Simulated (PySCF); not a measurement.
C4H9NSi, SMILES CN=C1C[SiH2]C1.

Geometry: ωB97X-D3(BJ)/def2-SVP. The structure was generated by enumeration, and PubChem lists no compound with its InChIKey, so it may never have been made.

Calculation: ωB97X-D3(BJ)/def2-SVP (PySCF).

Frequencies are harmonic and unscaled.

Problem. Give all harmonic wavenumbers and intensities. (Estimate from the structure and the level; the computed values follow.)

Solution. 
| mode | ν (cm⁻¹) | IR (km/mol) | moving atoms (share of kinetic energy) |
|---|---|---|---|
| 1 | 62 | 0.8 | H 41 %, C 40 %, Si 17 % |
| 2 | 109 | 1.4 | H 92 % |
| 3 | 255 | 8.6 | H 37 %, C 32 %, N 30 % |
| 4 | 258 | 2.6 | C 54 %, H 30 %, Si 10 % |
| 5 | 387 | 7.4 | H 41 %, C 26 %, N 18 %, Si 15 % |
| 6 | 456 | 4.1 | H 80 %, C 13 % |
| 7 | 471 | 1.9 | H 87 %, C 9 % |
| 8 | 502 | 0.4 | C 46 %, H 31 %, N 13 %, Si 10 % |
| 9 | 576 | 27.9 | C 34 %, Si 22 %, H 22 %, N 21 % |
| 10 | 675 | 2.4 | C 50 %, H 36 %, Si 14 % |
| 11 | 721 | 6.4 | C 42 %, H 36 %, N 15 % |
| 12 | 747 | 3.3 | H 76 %, C 23 % |
| 13 | 798 | 101.3 | H 75 %, Si 17 %, C 8 % |
| 14 | 840 | 47.4 | C 57 %, H 33 %, Si 8 % |
| 15 | 882 | 22.2 | C 55 %, H 40 % |
| 16 | 970 | 129.7 | H 94 % |
| 17 | 984 | 5.9 | H 97 % |
| 18 | 1048 | 17.8 | H 42 %, C 37 %, N 20 % |
| 19 | 1102 | 8.0 | H 61 %, C 37 % |
| 20 | 1126 | 3.7 | H 68 %, C 24 %, N 8 % |
| 21 | 1133 | 12.7 | H 64 %, C 35 % |
| 22 | 1135 | 9.6 | H 57 %, C 38 % |
| 23 | 1173 | 31.2 | H 42 %, C 37 %, N 20 % |
| 24 | 1215 | 43.9 | C 63 %, H 26 %, N 10 % |
| 25 | 1392 | 23.7 | H 89 %, C 11 % |
| 26 | 1409 | 5.5 | H 89 %, C 10 % |
| 27 | 1431 | 5.1 | H 84 %, C 16 % |
| 28 | 1474 | 6.1 | H 96 % |
| 29 | 1483 | 13.3 | H 94 % |
| 30 | 1841 | 150.4 | C 57 %, N 41 % |
| 31 | 2261 | 145.0 | H 97 % |
| 32 | 2267 | 122.3 | H 96 % |
| 33 | 3036 | 49.9 | H 97 % |
| 34 | 3089 | 2.0 | H 94 % |
| 35 | 3093 | 1.6 | H 94 % |
| 36 | 3127 | 27.9 | H 91 %, C 9 % |
| 37 | 3142 | 15.3 | H 91 %, C 9 % |
| 38 | 3179 | 2.7 | H 91 %, C 9 % |
| 39 | 3186 | 1.1 | H 91 %, C 9 % |
